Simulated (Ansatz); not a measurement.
Mulliken charges of `B/N=C(/C)Cl` from r2SCAN/def2-TZVPP in Ansatz (PBE0-D4/def2-TZVP geometry).

```csv
atom,x (Å),y (Å),z (Å),charge (e)
B1,-1.414,1.423,-0.716,-0.117
N2,-0.475,0.470,-0.471,0.034
C3,0.379,-0.400,-0.317,0.100
C4,0.925,-0.901,0.975,-0.099
Cl5,1.094,-1.201,-1.721,-0.121
H6,-2.564,1.098,-0.776,-0.006
H7,-1.062,2.560,-0.844,-0.006
H8,2.005,-0.749,1.006,0.072
H9,0.452,-0.376,1.803,0.072
H10,0.743,-1.974,1.064,0.072
```

By hand: the dipole of these point charges (1 e Å = 4.8032 D).

Σ q r = (0.215, -0.201, 0.436) e Å, of length 0.526 e Å = 2.53 D.

How does the dipole of the full density compare? (Estimate.)

Ansatz gave: (0.184, -0.171, 0.391) e Å, 2.23 D; the point charges give 1.13 times that, at 1° from its direction.

Point charges leave out the atoms' own dipoles, such as those of lone pairs, and Mulliken's split depends on the basis, so the close match here is no proof of good charges.
